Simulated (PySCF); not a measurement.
H3HfI, multiplicity 1. Atoms are numbered in the order given.

```xyz
5

Hf     0.0000     0.0000     1.1080
I      0.0000     0.0000    -1.6047
H     -1.4931     0.8620     1.7582
H      0.0000    -1.7240     1.7582
H      1.4931     0.8620     1.7582
```
Charge 0, spin multiplicity 1.

Geometry optimised at B3LYP-D3(BJ)/def2-TZVP. The spin state was assumed, not searched. The def2 effective core potentials stand for the cores of Hf, I; spin–orbit coupling is left out.

Level of theory: PBE/def2-TZVPD in PySCF.

Symmetry labels are those of the subgroup Cs that the program uses (full group C3v).

Computed valence orbital energies around the gap with their symmetry:
```
orbital  symmetry  energy (eV)
-------  --------  -----------
HOMO−7         A"       -34.50
HOMO−6         A'       -17.52
HOMO−5         A'        -8.81
HOMO−4         A'        -7.74
HOMO−3         A'        -7.39
HOMO−2         A"        -7.39
HOMO−1         A'        -7.16
HOMO           A"        -7.16
LUMO           A"        -3.24
LUMO+1         A'        -3.24
LUMO+2         A'        -2.75
LUMO+3         A"        -2.14
```
